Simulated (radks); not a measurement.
Values are calculated unless marked as measured or tabulated.
Spherical quantum dot in the effective-mass picture: electrons in a hard-walled sphere of radius 8.37, with a point charge +1 (a donor) at the centre, all in effective atomic units (hartree* = m*/eps^2 hartree, bohr* = eps/m* bohr), one dielectric constant everywhere. Level of theory: non-relativistic Kohn-Sham, LDA (Slater exchange, Perdew-Wang correlation), spin-polarised, spherical densities (a radial shooting solver with Libxc functionals). Levels are named by radial order and angular momentum (1s, 1p, 1d, 2s, ...), and open shells are averaged over m.

N = 25, configuration 1s2 1p6 1d10 2s(up 1, down 0) 1f(up 6, down 0). This is the lowest configuration that the search found. Occupied and some empty levels:

level    occupation  eigenvalue (hartree*)  <r> (bohr*)
1s up             1                 3.4498        6.100
1s down           1                 3.4773        6.207
1p up             3                 3.4801        6.336
1p down           3                 3.5064        6.322
1d up             5                 3.5335        6.422
1d down           5                 3.5602        6.411
2s up             1                 3.5680        1.874
1f up             6                 3.6103        6.504
1f down           0                 3.6373        6.497
2s down           0                 3.7023        2.323
1g up             0                 3.7092        6.582
1g down           0                 3.7364        6.578
2p up             0                 3.8927        4.119
2p down           0                 3.9192        4.256
2d up             0                 4.0432        4.765
2d down           0                 4.0618        4.789

Energy (hartree*): total 44.0920, kinetic 8.2532, external -4.7946, Hartree 46.175, exchange-correlation -5.5414.

Electron density:

r (bohr*)  n(r) (e/bohr*^3)
0.670               0.07677
1.29                0.02269
1.92               0.007181
2.54               0.002755
3.16               0.001886
3.79               0.002684
4.41               0.005014
5.04               0.009178
5.66                0.01484
6.28                0.01949
6.91                0.01822
7.53               0.009150
8.15              0.0006986
